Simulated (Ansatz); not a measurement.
System: IBr, net charge 0, singlet state. 
Geometry from a B3LYP-D3(BJ)/def2-TZVP (Ansatz, a program for electronic structure) optimisation:
SMILES: IBr
```xyz
2

I      0.0000     0.0000    -0.9942
Br     0.0000     0.0000     1.5056
```

Basis-set convergence of Hartree-Fock and CCSD correlation energies (hartree) with Ansatz. Cores are frozen in the correlated levels unless marked. No spin-orbit coupling. The frozen core is the preceding noble-gas configuration, with the filled d and f shells of earlier blocks. In def2 rows, elements after Kr have scalar-relativistic effective core potentials.

```
basis        functions        E(HF)  E(corr, CCSD)
-----------  ---------  -----------  -------------
def2-SVPD           76  -2868.75652       -0.24911
def2-TZVPPD        116  -2869.08285       -0.32718
def2-QZVPPD        189  -2869.13394       -0.36208
```

Extrapolating the two largest sets (X = 3 and 4) as X^-3: E(corr) = (64·(-0.36208) - 27·(-0.32718))/37 = -0.3875 Eh, an estimate of the basis-set limit. The largest set recovers 93.4 % of it, the smallest 64.3 %.
